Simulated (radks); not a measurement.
Initial-state core-level shifts of the dysprosium ion Dy2+ when its valence configuration changes from [Xe] 4f10. Calculated with a radial shooting solver on a logarithmic mesh with Libxc functionals: Dirac Kohn-Sham, PBEsol, spin-unpolarised, spherical densities, finite nucleus; open shells fill j = l - 1/2 first; Fermi nuclear charge, rms radius 5.2218 fm. Shifts are changes of the shell-averaged eigenvalues in eV (positive: less bound); the change of the density at the nucleus, which sets a Mossbauer isomer shift, is in e/bohr^3, on a base of 7.392e+05.

valence               1s       3p       4d       5s  density at nucleus
4f9 6p1          -10.180  -11.560  -10.901   -7.584              +38.17
4f9 6s1           -9.107  -10.497   -9.829   -6.509              +88.32
4f8 6p2          -21.781  -24.935  -23.162  -15.474              +87.03
4f9 5d1           -6.394   -7.745   -7.042   -3.749              +30.60
4f8.5 5d1 6p0.5  -11.875  -14.053  -12.872   -7.601              +52.15
4f9.5 6p0.5       -4.882   -5.521   -5.245   -3.728              +17.59
4f9.5 6s0.5       -4.335   -4.981   -4.699   -3.174              +41.17
4f7 5d1 6p2      -30.201  -35.400  -32.074  -19.498             +131.09
4f7 6p3          -34.876  -40.128  -36.749  -23.804             +142.48
